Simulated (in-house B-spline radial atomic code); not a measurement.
Whole-atom quantities along the 15-electron series, configuration 1s2 2s2 2p6 3s2 3p1/2(2) 3p3/2(1). Breit and QED terms are first order and not part of the total energy; the density at the nucleus is averaged over the nuclear charge. Computed with a radial B-spline atomic code at the basis-set limit: Dirac-Hartree-Fock, jj configuration that fills j = l - 1/2 first, finite nuclei.

```
  ion   Z  E/Z² (Eh)  Σ<r²> (bohr²)  n(0)/Z³ (bohr⁻³)  Lamb diamagnetic shielding (ppm)  repulsion over attraction  Breit energy (eV)  self-energy (eV)  vacuum polarisation (eV)
Ru29+  44    -2.0242        0.86132            1.2577                           3460.59                   0.064885             70.646            58.118                   -6.7768
Rh30+  45    -2.0328         0.8143            1.2907                           3553.05                   0.063477             75.996            62.863                   -7.4478
Pd31+  46    -2.0412        0.77091            1.3242                           3646.14                   0.062125             81.617            67.885                   -8.1707
Ag32+  47    -2.0494        0.73079            1.3601                           3739.88                   0.060825             87.518            73.194                   -8.9486
Cd33+  48          ?              ?                 ?                                 ?                          ?                  ?                 ?                         ?
In34+  49    -2.0655        0.65908            1.4347                           3929.41                    0.05837             100.19             84.72                   -10.683
Sn35+  50    -2.0733        0.62696            1.4743                           4025.24                   0.057209             106.97            90.961                   -11.646
Sb36+  51          ?              ?                 ?                                 ?                          ?                  ?                 ?                         ?
Te37+  52    -2.0886        0.56911            1.5578                           4219.18                   0.055009             121.49            104.46                   -13.785
 I38+  53    -2.0962          0.543            1.6044                           4317.35                   0.053965             129.23            111.74                   -14.969
Xe39+  54    -2.1036        0.51856            1.6513                           4416.34                   0.052956             137.31             119.4                   -16.234
Cs40+  55          ?              ?                 ?                                 ?                          ?                  ?                 ?                         ?
Ba41+  56    -2.1183        0.47413            1.7529                           4616.94                   0.051036             154.52             135.9                   -19.033
```

Task: Fill in the row of Cd33+.

Result: E/Z² (Eh): -2.0575; Σ<r²> (bohr²): 0.6936; n(0)/Z³ (bohr⁻³): 1.3954; Lamb diamagnetic shielding (ppm): 3834.29; repulsion over attraction: 0.059575; Breit energy (eV): 93.705; self-energy (eV): 78.802; vacuum polarisation (eV): -9.7846.

Task: Fill in the row of Sb36+.

Result: E/Z² (Eh): -2.081; Σ<r²> (bohr²): 0.59704; n(0)/Z³ (bohr⁻³): 1.5161; Lamb diamagnetic shielding (ppm): 4121.83; repulsion over attraction: 0.056089; Breit energy (eV): 114.07; self-energy (eV): 97.536; vacuum polarisation (eV): -12.679.

Task: Fill in the row of Cs40+.

Result: E/Z² (Eh): -2.111; Σ<r²> (bohr²): 0.49564; n(0)/Z³ (bohr⁻³): 1.7015; Lamb diamagnetic shielding (ppm): 4516.2; repulsion over attraction: 0.05198; Breit energy (eV): 145.74; self-energy (eV): 127.45; vacuum polarisation (eV): -17.588.

Task: With what power of Z does the column «Breit energy (eV)» change over this range?

Result: A fit of the logarithm of its size against log Z from Z = 44 to 56 has slope 3.24.
